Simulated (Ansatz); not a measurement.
Reaction (cleavage of the Si–Si bond): `C[SiH](O)[SiH3]` + HBr → `C[SiH](O)Br` + SiH₄

Computed with Ansatz on PBE0-D4/def2-TZVP structures; ΔE is electronic, products minus reactants. CBS: MP2 limit from def2 TZ/QZ plus the TZ coupled-cluster correction, frozen cores. This one scheme is used for every species. DFT in def2-TZVPP. For Br outer-core shells are correlated without core-valence functions, which leaves a few kJ/mol of doubt a bond. Scalar relativity is left out up to krypton. Each species was taken in one conformer, which may not be the lowest.

```tsv
level	ΔE (eV)
PBE-D4	-1.10
revPBE-D4	-1.10
CAM-B3LYP	-1.25
LC-ωPBE	-1.19
```

Problem. What does CCSD(T)/CBS give? (Estimate.)

Solution. Computed: -1.26 eV. The listed levels differ from it by 0.16, 0.16, 0.01, 0.07 eV.

Largest T1 diagnostic among the species: 0.012.

In def2-TZVPP, CCSD(T) changes the Hartree–Fock value by +0.19 eV (the triples alone add +0.01 eV) and MP2 by +0.07 eV. Leaving LDA and LC-ωPBE aside and taking each functional with its dispersion term where it has one, the values, not all of them listed here, spread over 0.20 eV, from ωB97M-V to PBE-D4. From BLYP to BHLYP (50 % exact exchange), in def2-TZVPP and without D4, ΔE moves by −0.13 eV.
